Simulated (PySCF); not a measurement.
Polarisability and C₆ of Tl (thallium, neutral)

[Xe] 4f14 5d10 6s2 6p1, 2P determinant. Calculation: PySCF 2.14, in aug-cc-pV5Z-PP with ECP60MDF (8s8p6d4f3g2h, 139 functions); scalar relativity through the core potential. Coupled (time-dependent) response in atomic units; α is the mean over directions.

```tsv
method	mean α (bohr³)	α xx, yy, zz	C₆ (like pair)	S(−4)
PBE0	78.83	55.60, 125.3, 55.60	823.2	4895
```

S(−4) is the Cauchy moment in α(ω) = α(0) + S(−4) ω² + …

Reference α: 50 ± 2 bohr³ (recommended; Schwerdtfeger and Nagle, table of static dipole polarizabilities (2023 update)). Published C₆: 509.0 (Gould and Bucko (2016)).

Spin-orbit coupling is absent.

α(iu) at PBE0:

```tsv
u (hartree)	α(iu) (bohr³)
0	78.83
0.0500	69.02
0.100	53.38
0.200	33.27
0.300	23.12
0.500	13.67
0.750	8.750
1.00	6.319
1.50	3.911
2.00	2.709
3.00	1.529
5.00	0.6713
```

A single London oscillator, α(iu) = α/(1 + u²/ω²), gives C₆ = (3/4) ω α². Matching the computed C₆ needs ω = 4 × 823.2 / (3 × 78.83²) = 0.177 hartree.

The components differ because the open shell of this determinant is not spherical; for a pure term their mean is the scalar polarisability.

Energies and moments cover only the electrons outside the core potential. Spin-orbit coupling, absent here, splits the open shell strongly.
